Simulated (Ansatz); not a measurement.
Relaxation of C₂H₈ClNSi (13 atoms, charge 0, multiplicity 1), to a largest force component of 0.03 eV/Å in at most 50 steps.

Method: RKS PBE0/def2-SVP in Ansatz 0.2.0.

```xyz
13
Properties=species:S:1:pos:R:3:forces:R:3
Si 0.795 0.298 1.542 -1.28 -0.30 -3.41
H 1.710 1.180 0.829 1.02 0.67 0.74
N -0.061 0.060 -0.069 -0.06 0.08 -0.05
C -1.217 -0.800 -0.164 0.02 -0.05 -0.04
C 0.366 0.643 -1.443 -0.01 -0.91 3.73
H 1.237 1.199 -1.077 0.30 0.42 -1.03
H -0.083 0.832 2.611 0.01 0.01 0.01
Cl 1.671 -1.403 2.337 0.00 0.05 -0.01
H -2.093 -0.289 -0.612 0.02 0.03 0.01
H -1.021 -1.700 -0.782 -0.03 -0.01 0.00
H -1.533 -1.163 0.828 0.01 0.00 0.03
H 0.641 -0.158 -2.146 0.01 0.02 -0.01
H -0.413 1.302 -1.854 -0.01 -0.01 0.02
```

**Question.** Where does it end, and by what steps?

**Answer.** The run converged. The force dipped under the threshold on the way, but the program's further checks kept it going. After 12 steps the energy has fallen by 0.870 eV; Cl8 moved furthest, 0.71 Å.

```tsv
step	energy less start (eV)	largest force component (eV/Å)	accepted
0	0.0000	3.728	yes
1	-0.6683	1.688	yes
2	-0.8111	0.330	yes
3	-0.8271	0.133	yes
4	-0.8395	0.166	yes
5	-0.8484	0.090	yes
6	-0.8538	0.215	yes
7	-0.8485	0.168	no
8	-0.8673	0.022	yes
9	-0.8688	0.041	yes
10	-0.8693	0.059	yes
11	-0.8694	0.040	yes
12	-0.8695	0.014	yes
```

```xyz
13
Properties=species:S:1:pos:R:3
Si 0.770 0.300 1.397
H 1.618 1.517 1.299
N -0.142 0.161 -0.051
C -1.325 -0.665 -0.121
C 0.423 0.503 -1.335
H 1.284 1.176 -1.214
H -0.176 0.326 2.544
Cl 2.077 -1.291 1.760
H -2.111 -0.170 -0.719
H -1.128 -1.653 -0.583
H -1.735 -0.842 0.884
H 0.767 -0.386 -1.900
H -0.322 1.026 -1.962
```

Whether the end is a true minimum wasn't checked by a vibrational analysis.

Run time: 60 s on 2 threads of AMD EPYC 7R43 64-Core Processor (Zen 3), on a shared host, peak memory 0.28 GiB.
